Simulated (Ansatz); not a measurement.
A nudged elastic band was laid between two geometries of ClGaH$_{3}$N (6 atoms, charge 0, multiplicity 1).

Method: RKS BHLYP-D4/def2-SVP in Ansatz 0.2.0.

```
movable images  : 5
climbing image  : yes
spring          : 5.0 eV/Å²
optimiser       : quadratic models (default)
start path      : through a guess of the saddle point
force threshold : 0.03 eV/Å
iteration limit : 60
end points      : relaxed
```

Initial state:

```xyz
6
Properties=species:S:1:pos:R:3
Ga 0.335 0.081 -0.067
Cl 0.487 -0.504 2.003
H 1.593 0.531 -0.839
N -1.329 -0.015 -0.734
H -2.123 -0.314 -0.194
H -1.578 0.221 -1.679
```

Final state:

```xyz
6
Properties=species:S:1:pos:R:3
Ga 0.108 0.434 -1.539
Cl 1.037 -0.271 1.567
H 2.165 0.089 1.080
N -1.613 0.005 -0.984
H -1.881 -0.294 -0.058
H -2.431 0.038 -1.576
```

**Question.** Which bonds break or form, and what moves?

**Answer.** Bonds broken: Ga1–Cl2, Ga1–H3. Bonds formed: Cl2–H3. ClGaH3N becomes ClH + GaH2N.

**Question.** What energy profile does the band end with?

**Answer.** The forces met the threshold. The highest image is number 3 of 0 to 6, 61.0 kcal/mol above the first end and 22.4 kcal/mol above the last; the last end lies 38.7 kcal/mol above the first. Neighbouring images differ by up to 1.2 eV, so the band resolves the path poorly. A vibrational analysis at the climbing image gives one clearly imaginary mode, 1134i cm⁻¹: a first-order saddle point. The orbitals stay closed-shell, which can raise the energy where a bond breaks towards radicals; this wasn't checked here.

```
image  path coordinate (Å)  energy (kcal/mol)  Ga1–Cl2 (Å)  Ga1–H3 (Å)  Cl2–H3 (Å)
    0                 0.00                0.0         2.16        1.54        3.22
    1                 0.53                7.1         2.17        1.52        2.80
    2                 1.07               34.9         2.30        1.51        2.24
    3                 1.60               61.0         2.58        1.63        1.72
    4                 2.13               43.9         2.94        2.12        1.32
    5                 2.66               39.3         3.31        2.74        1.28
    6                 3.18               38.7         3.32        3.35        1.28
```

**Question.** What is the geometry of the highest image?

**Answer.** 
```xyz
6
Properties=species:S:1:pos:R:3
Ga 0.296 0.340 -0.688
Cl 0.957 -0.463 1.670
H 1.619 0.256 0.254
N -1.463 0.025 -0.883
H -2.023 -0.393 -0.157
H -2.001 0.236 -1.707
```

Time of the run: 3.8 min on 1 thread of Arm Neoverse V2, with other jobs on the host, peak memory 0.16 GiB.
